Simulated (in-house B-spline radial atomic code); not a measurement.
Checks on a self-consistent run for As IV (As3+), [Ne] 3s2 3p5 3d10 4s2 8d1. Method: Dirac-Hartree-Fock, average of configuration, Fermi nucleus of rms radius 4.0968 fm. Calculated with a B-spline radial code for spherical atoms.

```tsv
orbital	q	ε (Eh)	<1/r>	<r²>	small-component weight
1s1/2	2	-441.75559	33.4762	0.00278338	0.014277
2s1/2	2	-60.19894	7.45094	0.0480194	0.0028102
2p1/2	2	-53.81592	7.37328	0.0375204	0.0027709
2p3/2	4	-52.45633	7.16213	0.0389759	0.0027135
3s1/2	2	-10.42272	2.41723	0.399959	0.00065953
3p1/2	1.6667	-8.30169	2.29845	0.422304	0.00061206
3p3/2	3.3333	-8.10295	2.25109	0.435245	0.00059841
3d3/2	4	-4.27656	1.98301	0.500317	0.000482
3d5/2	6	-4.24626	1.97029	0.506105	0.00047779
4s1/2	2	-2.29122	0.789716	3.09086	0.00011022
8d3/2	0.4	-0.15943	0.0799539	367.794	5.522e-06
8d5/2	0.6	-0.15930	0.0798868	368.373	5.5198e-06
```

Electron-electron repulsion V_ee = 820.2567 hartree.

Problem. What total energy follows from the eigenvalues?

Solution. The eigenvalues count the repulsion twice, so E = Σqε - V_ee = -1430.383 - 820.257 = -2250.640 hartree; the run printed -2250.640.

Problem. Does the Dirac virial theorem hold?

Solution. For a point nucleus E = -2c²Σq·w, with w the small-component weight. Here Σq·w = 0.059924 and c = 137.0360, so the ratio E/(-2c²Σq·w) is 1.000013; the finite nucleus accounts for the departure from 1.

Problem. What diamagnetic shielding (Lamb formula) and susceptibility (Langevin formula) do the radii give?

Solution. σ = (α²/3)Σq<1/r> = 162.831/(3·137.036²) = 2890.3 ppm, and χ = -0.79199×10⁻⁶·Σq<r²> = -303.1×10⁻⁶ cm³/mol with Σq<r²> = 382.65 bohr². Both are non-relativistic formulas without the paramagnetism of open shells.
